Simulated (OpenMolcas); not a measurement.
# Levels of Mn³⁺ by method

| Property | Result |
| --- | --- |
| Program | OpenMolcas 26.06 |
| Basis | ANO-RCC-VQZP [7s6p4d3f2g1h] |
| Scalar Hamiltonian | DKH2, point nucleus |
| Active space | 10 electrons in 8 orbitals (RAS1 3p, at most 2 holes; RAS2 3d) |
| State averaging | 2S+1 = 5 even, 5 roots; 2S+1 = 3 even, 45 roots; 2S+1 = 1 even, 44 roots |
| Spin-orbit coupling | RASSI with atomic mean-field integrals over the reference wave functions, term energies averaged over their components |

Methods on the same reference wave functions:
A. RASSCF
B. SS-RASPT2, IPEA 0.25 Eh, imaginary shift 0.1 Eh (closed shells correlated: 3s)
C. MS-RASPT2, IPEA 0.25 Eh, imaginary shift 0.1 Eh (closed shells correlated: 3s)

Energies in cm⁻¹ above 3d⁴ ⁵D₀, the measured ground level; measured values from Corliss and Sugar, J. Phys. Chem. Ref. Data 6, 1253 (1977).

```json
{"Level": "3d⁴ ⁵D₀", "A": "0.0", "B": "0.0", "C": "0.0", "Measured": "0.0"}
{"Level": "3d⁴ ⁵D₁", "A": "104", "B": "104", "C": "104", "Measured": "99.0"}
{"Level": "3d⁴ ⁵D₂", "A": "306", "B": "306", "C": "306", "Measured": "287"}
{"Level": "3d⁴ ⁵D₃", "A": "597", "B": "598", "C": "598", "Measured": "552"}
{"Level": "3d⁴ ⁵D₄", "A": "969", "B": "969", "C": "969", "Measured": "886"}
{"Level": "3d⁴ ³P₀(1)", "A": "22190", "B": "20950", "C": "20940", "Measured": "20654"}
{"Level": "3d⁴ ³P₁(1)", "A": "22805", "B": "21580", "C": "21560", "Measured": "21279"}
{"Level": "3d⁴ ³P₂(1)", "A": "23899", "B": "22670", "C": "22640", "Measured": "22325"}
{"Level": "3d⁴ ³H₄", "A": "25638", "B": "21260", "C": "21260", "Measured": "21281"}
{"Level": "3d⁴ ³H₅", "A": "25867", "B": "21480", "C": "21480", "Measured": "21475"}
{"Level": "3d⁴ ³F₂(1)", "A": "25950", "B": "23180", "C": "23180", "Measured": "22791"}
{"Level": "3d⁴ ³F₃(1)", "A": "26067", "B": "23270", "C": "23260", "Measured": "22862"}
{"Level": "3d⁴ ³H₆", "A": "26115", "B": "21720", "C": "21720", "Measured": "21679"}
{"Level": "3d⁴ ³F₄(1)", "A": "26219", "B": "23400", "C": "23380", "Measured": "22959"}
{"Level": "3d⁴ ³G₃", "A": "30441", "B": "25890", "C": "25890", "Measured": "25440"}
{"Level": "3d⁴ ³G₄", "A": "30702", "B": "26160", "C": "26150", "Measured": "25671"}
{"Level": "3d⁴ ³G₅", "A": "30957", "B": "26380", "C": "26380", "Measured": "25878"}
{"Level": "3d⁴ ¹G₄(1)", "A": "36337", "B": "31930", "C": "31910", "Measured": ""}
{"Level": "3d⁴ ³D₃", "A": "37306", "B": "32360", "C": "32360", "Measured": "31385"}
{"Level": "3d⁴ ³D₂", "A": "37377", "B": "32450", "C": "32450", "Measured": "31474"}
{"Level": "3d⁴ ³D₁", "A": "37474", "B": "32540", "C": "32540", "Measured": "31581"}
{"Level": "3d⁴ ¹I₆", "A": "38553", "B": "31980", "C": "31980", "Measured": ""}
{"Level": "3d⁴ ¹S₀", "A": "38904", "B": "35070", "C": "35060", "Measured": ""}
{"Level": "3d⁴ ¹D₂", "A": "43647", "B": "40440", "C": "40440", "Measured": ""}
```

Deviations, from unrounded energies. A percentage is the sum of absolute deviations over the sum of measured energies, with the sign that they share, or ± where signs differ.

```csv
Against measurement,Levels,A,B,C
mean absolute deviation (cm-1),19,3200,360,350
fine structure of the ground term (%),4,+8.3,+8.4,+8.4
other terms of the ground configuration (%),15,+16.3,±1.8,±1.8
```

B, C lie about equally close to measurement and A furthest from it. The largest miss of C in the table is 3d⁴ ³D₃, by +980 cm-1. The ranking rests on the paired levels alone, and a cruder setting can come out closer through cancelling errors.

Between B and C the level of the table that moves most is 3d⁴ ³F₄(1), by 27 cm-1 (lowest in C, highest in B). Moves below CASPT2's spread within the term are not significant.

The two smallest mean deviations differ by little beside CASPT2's spread within terms, so their order carries little weight.

From A to B the spin-free energies of the other terms of 3d⁴ shown, above ⁵D, scale by factors of 0.83 to 0.95, as is usual when dynamic correlation screens the repulsion within a d or f shell.

The lowest spin-free term lies below A's lowest term by 0.373 hartree in B, 0.373 hartree in C.

Term energies are means over components that CASPT2 splits; among the terms shown or strongly mixed into the levels shown the widest spread is 1500 cm-1 (3d⁴ ¹I, C). Active for correlation alone: 3p; no level in the range computed is led by a configuration that opens it, so any true level of that kind is missing. The CASPT2 spread within a term exceeds the gap to the next term for 3d⁴ ¹G(1) and 3d⁴ ¹I, so the order of their levels is uncertain (figures for B; the like holds for C). Without dynamic correlation excited terms often stand tens of per cent too high (terms of higher spin than the ground term too low), and those without a measured partner can miss by more than the paired ones (holds for A). Measured partners are found by configuration, term and J. A level has none where our copy of the source lacks it or the pairing is in doubt (some pairs that miss far off the trend of their configuration count as doubtful), and it then counts in no deviation. Only configurations of the active space appear. Levels that lie high or do not pair safely by name in every column are left out.

A number in round brackets counts repeated terms of one configuration in the order of the reference energies.
